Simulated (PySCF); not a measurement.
Question: Give a PBE0-D3(BJ)/def2-SVP geometry of SnHMe2(NHMe), `[CH3][SnH]([NH]C)[CH3]`.

Answer: 
```xyz
16
C3H11NSn angstrom
Sn     0.0755    0.5659    0.4717
H      0.1659    0.5760    2.1910
C      2.0572    0.3698   -0.3649
H      2.6800    1.2277   -0.0720
H      2.0005    0.3318   -1.4623
H      2.5348   -0.5514   -0.0015
C     -0.9259    2.2962   -0.3107
H     -0.4333    3.2149    0.0383
H     -1.9721    2.3039    0.0254
H     -0.9040    2.2821   -1.4099
N     -1.1293   -1.0266    0.0094
C     -0.7442   -2.3684    0.3760
H     -1.4959   -0.9849   -0.9378
H      0.0985   -2.8051   -0.2018
H     -0.4472   -2.3985    1.4381
H     -1.5948   -3.0673    0.2774
```

Orientation and origin are arbitrary. Atoms count from 1 in this order. Sn1 (tin bonded to 2 C, N and H) is distorted tetrahedral (angles from 105.1° to 112.6°). N11 (nitrogen bonded to C, Sn and H) is pyramidal (angles 120.5°, 113.0° and 111.8°, sum 345.3°, 0.31 Å off the plane of its three neighbours).

Bonds between heavy atoms (Å): Sn1–C3 2.160, Sn1–C7 2.147, Sn1–N11 2.050, N11–C12 1.443.

Computed, not measured: PBE0-D3(BJ)/def2-SVP geometry optimisation, gas phase, def2 core potentials past Kr in PySCF.

Point group: C1 (no symmetry element, even within 0.4 Å). Stationary, but not proved a minimum. One conformer, not necessarily the lowest (C3–Sn1–N11–C12 58°).
